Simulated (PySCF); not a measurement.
Yb²⁺ (ytterbium, charge +2): PBE calculation

Configuration: [Xe] 4f13 6s1, high-spin 3F determinant (an excited configuration). Computed with PySCF 2.14 in ANO-RCC-VTZP, with the spin-free X2C one-electron Hamiltonian (Gaussian nucleus).

```
Total energy                                                  : -14058.39 hartree
One-electron energy                                           : -19239.76 hartree
Hartree (Coulomb) energy                                      : 5478.30 hartree
Exchange-correlation energy                                   : -296.93 hartree
⟨S²⟩                                                          : 2.0001
⟨L²⟩                                                          : 12.010
Sum of ⟨r⟩                                                    : 37.61 bohr
Sum of ⟨r²⟩                                                   : 44.61 bohr²
Traceless quadrupole moment −½Σ⟨3z² − r²⟩ along its main axis : -0.237 e·bohr²
Langevin diamagnetic susceptibility                           : -35.3 ×10⁻⁶ cm³/mol
Time after the integrals                                      : 8.4 s of wall time on 1 thread of Neoverse-N1 (shared host)
```

| shell | electrons | mean orbital energy (hartree) | spread (hartree) | rms radius, mean of both spins (bohr) |
| --- | --- | --- | --- | --- |
| 1s α | 1 | -2244.27740 | 0 | 0.0223 |
| 1s β | 1 | -2244.27664 | 0 | 0.0223 |
| 2s α | 1 | -381.05940 | 0 | 0.0901 |
| 2s β | 1 | -381.05838 | 0 | 0.0901 |
| 2p α | 3 | -336.90338 | 0.01420 | 0.0815 |
| 2p β | 3 | -336.90253 | 0.01368 | 0.0815 |
| 3s α | 1 | -86.67325 | 0 | 0.231 |
| 3s β | 1 | -86.65515 | 0 | 0.231 |
| 3p α | 3 | -73.28922 | 0.08053 | 0.232 |
| 3p β | 3 | -73.27118 | 0.06116 | 0.232 |
| 3d α | 5 | -56.54964 | 0.06267 | 0.212 |
| 3d β | 5 | -56.53572 | 0.05206 | 0.212 |
| 4s α | 1 | -17.81901 | 0 | 0.519 |
| 4s β | 1 | -17.78150 | 0 | 0.519 |
| 4p α | 3 | -13.39917 | 0.12163 | 0.552 |
| 4p β | 3 | -13.36252 | 0.08233 | 0.552 |
| 4d α | 5 | -7.47306 | 0.10274 | 0.602 |
| 4d β | 5 | -7.43715 | 0.07488 | 0.602 |
| 5s α | 1 | -2.84043 | 0 | 1.26 |
| 5s β | 1 | -2.82075 | 0 | 1.26 |
| 5p α | 3 | -1.79813 | 0.04291 | 1.49 |
| 5p β | 3 | -1.78047 | 0.02848 | 1.49 |
| 4f α | 7 | -1.02702 | 0.12090 | 0.854 |
| 4f β | 6 | -0.99155 | 0.09076 | 0.854 |
| 6s α | 1 | -0.65545 | 0 | 3.42 |

Spin-orbit coupling, absent here, splits the open shell strongly.

Densities and radii are taken from the X2C orbitals without a picture-change correction, which distorts them close to the nucleus.
